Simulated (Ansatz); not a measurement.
A trace of molecular dynamics of H₆OSSi₂ (10 atoms, charge 0, multiplicity 1).

These are results of Ansatz 0.2.0, RKS LDA/STO-3G, not measurements.

```yaml
ensemble: NVT, Nosé–Hoover chain
set_temperature: 500 K
thermostat: time constant 100 fs, chain length 3 (defaults)
seed: 157078
```

```
time (fs)   T (K)  potential energy less start (eV)  conserved less start (meV/atom)
      0.0     500                             0.000                             0.00
      5.0     323                             0.374                            19.09
     10.0     233                             0.795                            51.80
     15.0     440                             1.169                           110.52
     20.0     327                             0.356                            17.33
     25.0     222                             0.513                            21.96
     30.0     325                             0.330                            14.00
     35.0     407                             0.943                            83.40
     40.0     292                             1.283                           104.80
     45.0     281                             2.560                           230.55
     50.0   46635                            12.812                          6111.18
     55.0  128320                             8.327                         24698.86
     60.0   64357                             8.555                         24699.11
     65.0   32228                             8.491                         24697.38
     70.0   17528                             8.329                         24696.55
     75.0   10445                             8.068                         24695.05
     80.0    6596                             7.943                         24694.39
     85.0    4316                             7.953                         24694.62
     90.0    2993                             7.895                         24694.44
     95.0    2148                             7.844                         24693.99
    100.0    1528                             7.881                         24693.82
```

Task: Can this run be trusted? Judge the integration.

Result: The conserved energy changed by up to 25000 meV per atom, so the integration failed: the time step of 2.5 fs is too long for the fastest motions that this run met, and the later frames carry no physical meaning.

The run took 32 s on 1 thread of Intel(R) Xeon(R) 6975P-C (Granite Rapids), on a shared host, peak memory 0.098 GiB.
